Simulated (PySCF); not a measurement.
H3NSi (calculated)

All values are calculated (PySCF 2.14.0). Calculation on a computer-drawn molecule: optimised geometry and harmonic frequencies of an isolated molecule of the commonest isotopes, restricted reference for singlets and unrestricted otherwise, frozen core in MP2.

### H3NSi

Start structure:
```xyz
5
H3NSi
N     -2.0769    -1.2449    -0.2468
Si    -0.8870    -1.1243    -1.4572
H     -2.1507    -0.6738     0.5737
H     -2.8083    -1.9296    -0.2892
H     -0.1384     0.0371    -0.8201
```

```
charge                                        : 0
multiplicity                                  : 1
method                                        : MP2
basis                                         : cc-pV(D+d)Z
rotational constants                          : 137.9, 14.93, 13.47 GHz
total energy                                  : -345.3773 hartree
convergence status largest gradient component : 1.622e-05 hartree/bohr
```

Drawn bonds:
```
atom  other atom  order
   1           2      1
   1           3      1
   1           4      1
   2           5      1
```

Optimised structure:
```xyz
5
H3NSi
N     -2.0738    -1.2430    -0.2479
Si    -0.8757    -1.1280    -1.4749
H     -2.1475    -0.6622     0.5851
H     -2.8170    -1.9378    -0.2899
H     -0.1473     0.0355    -0.8120
```

Modes:
```
frequency (cm⁻¹)  reduced mass (dalton)
           560.1                   1.25
           688.4                  1.059
           786.1                  1.023
           867.1                   5.68
           973.5                  1.228
            1570                  1.126
            2077                  1.043
            3583                   1.05
            3697                  1.097
```
